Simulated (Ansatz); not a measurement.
SbMe2I (C2H6ISb), relaxed as a singlet with RKS B3LYP-D4/def2-SVP in Ansatz, starting from the GFN2-xTB geometry. Force threshold 0.02 eV/Å.

In the def2 sets I, Sb take a core potential; there is no spin–orbit coupling.

Start:

```xyz
10

Sb   -1.2244    0.3960    0.3990
C    -0.2367   -1.5328    0.4058
H     0.4642   -1.6037   -0.4192
H    -0.9689   -2.3289    0.3227
H     0.3002   -1.6480    1.3413
C     0.6310    1.4708    0.0863
H     0.4258    2.4792   -0.2563
H     1.2468    0.9602   -0.6469
H     1.1662    1.5245    1.0279
I    -1.8041    0.2827   -2.2605
```

Task: Estimate the energy that the relaxation releases and the steps that it takes.

Result: 5.5 kJ/mol, in 6 steps; 18 s on 2 threads of Arm Neoverse V2 on a shared host. No frequencies were taken in this run, so the end may be a saddle point.

Task: Does the start keep its bonding and symmetry?

Result: By distances, no bond broke or formed. The bond that changes most is Sb1–I10, from 2.72 to 2.79 Å (atoms count from 1).

Task: Predict the relaxed structure.

Result: 
Cartesian coordinates in Å:
```
Sb -1.225 0.394 0.367
C -0.234 -1.557 0.422
H 0.474 -1.639 -0.414
H -0.986 -2.355 0.352
H 0.305 -1.647 1.379
C 0.648 1.493 0.089
H 0.427 2.530 -0.200
H 1.251 1.010 -0.692
H 1.199 1.489 1.043
I -1.861 0.282 -2.345
```
Bond lengths: 2 × C–Sb 2.19 Å; 1 × I–Sb 2.79 Å; 6 × C–H 1.10 Å.
